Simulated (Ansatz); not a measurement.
A further run on AgSe2.

```yaml
crystal:
  periodic: [false, false, false]
  atoms:
    - {symbol: Ag, position_ang: [-0.507139, 1.712272, 0.908673]}
    - {symbol: Se, position_ang: [-0.218711, -1.870699, -0.306203]}
    - {symbol: Se, position_ang: [0.725850, 0.158427, -0.602470]}
basis:
  gaussian: {orbitals: def2-mTZVPP, nuclear_model: gaussian}
magnetization: {spin_polarized: false, initial_magnetization: 1}
hamiltonian: {xc: {name: r2SCAN0}, pseudopotentials: {relativity: none}}
```

```sh
$ ansatz run in.yaml --threads 4 --pin off --events-out ev --progress --plain --max-ram 3916MiB
```

Output, abridged:

```
Functional definition: r2SCAN0
1038 factors; integrals over basis functions are off by at most 6.4e-4 eV
mean field evaluation 1: about -134696.7954 eV, gradient 3.0e1 eV
mean field evaluation 2: about -134696.8166 eV, gradient 3.0e1 eV
mean field evaluation 4: about -134698.1276 eV, gradient 4.4e0 eV
mean field evaluation 8: about -134698.2018 eV, gradient 7.1e-1 eV
mean field evaluation 16: about -134698.2048 eV, gradient 6.0e-4 eV
mean field -134698.20478343 eV, -4950.0677240686 hartree, gradient 2.9e-5 eV, S^2 0.750000; 1 other end points of the search recorded, 0 dependent functions left out
reference -134698.20479812 eV, -4950.0677246083 hartree; 44, 43 occupied and 61, 62 virtual orbitals, 1038 factors
Total energy: -134698.20479812 eV, -4950.0677246083 hartree
```

Run time 7.5 s (4 threads of Arm Neoverse V2 on a shared host).

In the def2 sets Ag takes a core potential; there is no spin–orbit coupling.

With spin_polarized false and unpaired electrons the run is restricted open-shell.
